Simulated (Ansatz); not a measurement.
A structure relaxed at PBE-D4/def2-SVP in Ansatz, charge 1, doublet:

```csv
atom,x (Å),y (Å),z (Å)
W1,-0.433,-1.162,0.769
W2,0.433,1.162,-0.769
O3,2.054,1.473,-1.298
O4,-0.231,-0.625,-1.074
O5,-0.591,2.456,-1.301
O6,0.591,-2.456,1.301
O7,0.231,0.625,1.074
O8,-2.054,-1.473,1.298
```

Problem. Give its formula and point group.

Solution. W₂O₆⁺. Point group D2h (tolerance 0.1 Å).

Problem. Summarise the bond lengths by kind (pairs closer than 1.2 times the sum of covalent radii, bridged metal pairs left out).

Solution. 8 × O–W 1.73 to 1.93 Å.

In the def2 sets W takes a core potential; there is no spin–orbit coupling. The gap within one spin of the charge 1 doublet nearly closes, so an electron or hole may be smeared out by delocalisation error. The relaxation made no stability test and no search for a lower SCF solution. The structure comes from a short search, and lower isomers may exist.
